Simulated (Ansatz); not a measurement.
C₄H₉NaO, charge -1, doublet, at the geometry of the source list (a state made from the parent by changing its charge; the spin is typed, not shown lowest) (a gas-phase anion, which may not be bound at this level); B3LYP5/6-31G* (Ansatz, a first-principles code).

Here is a job for Ansatz.
Ansatz 0.2 input:
```yaml
crystal:
  periodic: [false, false, false]
  atoms:
    - {symbol: Na, position_ang: [1.75540000, 2.12710000, 1.42110000]}
    - {symbol: O, position_ang: [0.33980000, 0.98330000, 1.23090000]}
    - {symbol: C, position_ang: [-0.00320000, 0.13190000, 0.22460000]}
    - {symbol: C, position_ang: [1.09250000, -0.92960000, -0.01160000]}
    - {symbol: C, position_ang: [-1.31440000, -0.60360000, 0.59010000]}
    - {symbol: C, position_ang: [-0.23230000, 0.89090000, -1.10010000]}
    - {symbol: H, position_ang: [0.79550000, -1.64270000, -0.77630000]}
    - {symbol: H, position_ang: [1.27870000, -1.46100000, 0.91880000]}
    - {symbol: H, position_ang: [2.01770000, -0.43470000, -0.32360000]}
    - {symbol: H, position_ang: [-1.16720000, -1.15260000, 1.51560000]}
    - {symbol: H, position_ang: [-1.61260000, -1.29120000, -0.19690000]}
    - {symbol: H, position_ang: [-2.09990000, 0.12920000, 0.74920000]}
    - {symbol: H, position_ang: [0.69920000, 1.37720000, -1.40690000]}
    - {symbol: H, position_ang: [-0.98950000, 1.65590000, -0.94480000]}
    - {symbol: H, position_ang: [-0.55990000, 0.22000000, -1.89000000]}
basis:
  gaussian:
    orbitals: 6-31G*
hamiltonian:
  xc: b3lyp5
total_charge: -1
magnetization: {spin_polarized: true, initial_magnetization: 1}
accuracy: high
```

What the program printed (banner, timings and long lists left out):

```
Functional definition: B3LYP5
2731 factors; integrals over basis functions are off by at most 3.8e-9 eV
mean field evaluation 1: about -10747.3172 eV, gradient 3.8e1 eV
mean field evaluation 2: about -10651.6422 eV, gradient 1.2e2 eV
mean field evaluation 4: about -10753.1911 eV, gradient 4.5e0 eV
mean field evaluation 8: about -10753.5860 eV, gradient 1.1e0 eV
mean field evaluation 16: about -10753.5931 eV, gradient 5.1e-4 eV
mean field -10753.59313576 eV, -395.1872586919 hartree, gradient 4.6e-8 eV, S^2 0.750173; 0 other end points of the search recorded, 0 dependent functions left out
reference -10753.59318051 eV, -395.1872603366 hartree; 27, 26 occupied and 85, 86 virtual orbitals, 2731 factors
Total energy: -10753.59318051 eV, -395.1872603366 hartree
```
